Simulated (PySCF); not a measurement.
# Eu (europium, neutral) across methods

[Xe] 4f7 6s2, high-spin 8S determinant. All numbers are calculated (PySCF 2.14, scalar relativity by spin-free X2C-1e, in ANO-RCC-VTZP).

```csv
method,E (hartree),mean ε 4f α (eV),mean ε 6s α (eV),mean ε 6s β (eV),Σ⟨r²⟩ (bohr²),⟨S²⟩
UHF,-10839.19142,-14.579,-5.000,-4.789,87.86,15.761
PBE,-10843.00,-4.128,-3.705,-3.439,82.56,15.758
LDA,-10835.04,-4.270,-3.846,-3.577,81.30,15.757
r2SCAN,-10843.26,-4.520,-3.835,-3.450,84.54,15.768
```

Q: Estimate the same row for PBE0.

A: E (hartree) = -10842.92; mean ε 4f α (eV) = -6.772; mean ε 6s α (eV) = -4.194; mean ε 6s β (eV) = -3.956; Σ⟨r²⟩ (bohr²) = 83.38; ⟨S²⟩ = 15.758.

Spin-orbit coupling, which splits the p, d and f shells strongly at this Z, is absent.
